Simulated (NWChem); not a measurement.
Molecule: PbIF, singlet; SMILES [F][Pb][I]

Computed with NWChem. Low-valent species are run as closed-shell singlets; no triplet was tried in these runs. The geometry was optimised at PBE0/def2-SVP. def2 effective core potentials on I, Pb; no spin-orbit coupling. B3LYP is NWChem's, with the RPA form of VWN correlation.

For level TPSS/def2-SVP:

| Item | Result |
|---|---|
| highest occupied level (eV) | -6.29 |
| orbital gap (eV) | 2.75 |
| dipole (D) | 4.11 |

### Question
How do the values read with level B3LYP/def2-SVP instead?

### Answer
The highest occupied level (eV) is -7.05, the orbital gap (eV) comes out as 3.81 and the dipole (D) is 4.25.
